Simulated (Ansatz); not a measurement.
A structure relaxed at PBE-D4/def2-TZVP in Ansatz, charge 0, singlet:

```xyz
3

Pt    0.000    0.000    0.000
O     1.305    0.363    1.046
O    -1.305   -0.363   -1.046
```

Problem. Give its formula and point group.

Solution. the cluster PtO₂. Point group D∞h (tolerance 0.1 Å).

Problem. Summarise the bond lengths by kind (pairs closer than 1.2 times the sum of covalent radii, bridged metal pairs left out).

Solution. 2 × O–Pt 1.71 Å. The metal has 2 neighbours: O 1.71 Å, O 1.71 Å.

In the def2 sets Pt takes a core potential; there is no spin–orbit coupling. The structure comes from a short search, and lower isomers may exist.
